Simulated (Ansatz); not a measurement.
CH₃Cl₂NOW, SMILES `C[N]=[W](=[O])([Cl])[Cl]`, 9 atoms. Charge 0, multiplicity 1. Correlated methods include outer-core shells of W, which these sets cover unevenly. W: def2 effective core potential. All runs use 4 threads of an Arm Neoverse V2 on a shared host. Correlated methods freeze the cores.

Task: Give the basis size and wall time and peak host memory of each of these runs in Ansatz. RKS ωB97M-V/def2-SVP energy; RHF-CCSD(T)/def2-SVP energy; RKS PBE0-D4/def2-QZVPP energy; RKS LC-ωPBE/def2-TZVPP energy; direct RPA on PBE orbitals/def2-TZVPP energy; RKS PBE0-D4/def2-TZVP relaxation (19 steps); RHF-CCSD(T)/def2-TZVPP energy; RKS PBE0-D4/def2-SVP energy; RKS ωB97M-V/def2-QZVPP energy; RHF-MP2/def2-QZVPP energy; RKS PBE0-D4/def2-TZVP frequencies; RKS revPBE-D4/def2-TZVPP energy. (An estimate is asked.)

Result: Computed: Other jobs shared the machine, so times are rough.

| level | job | functions | wall time | peak host memory (GiB) |
| --- | --- | --- | --- | --- |
| RKS PBE0-D4/def2-SVP | energy | 125 | 2.1 s | 0.52 |
| RKS revPBE-D4/def2-TZVPP | energy | 275 | 3 s | 0.43 |
| RKS LC-ωPBE/def2-TZVPP | energy | 275 | 4.1 s | 0.59 |
| direct RPA on PBE orbitals/def2-TZVPP | energy | 275 | 9 s | 0.8 |
| RKS ωB97M-V/def2-SVP | energy | 125 | 9.5 s | 0.52 |
| RKS PBE0-D4/def2-QZVPP | energy | 482 | 13 s | 2.2 |
| RHF-CCSD(T)/def2-SVP | energy | 125 | 22 s | 0.85 |
| RKS ωB97M-V/def2-QZVPP | energy | 482 | 29 s | 2.5 |
| RHF-MP2/def2-QZVPP | energy | 482 | 30 s | 2.9 |
| RKS PBE0-D4/def2-TZVP | relaxation (19 steps) | 225 | 100 s | 0.77 |
| RKS PBE0-D4/def2-TZVP | frequencies | 225 | 3.5 min | 0.75 |
| RHF-CCSD(T)/def2-TZVPP | energy | 275 | 10 min | 8.1 |

LC-ωPBE has ω = 0.4 bohr⁻¹.
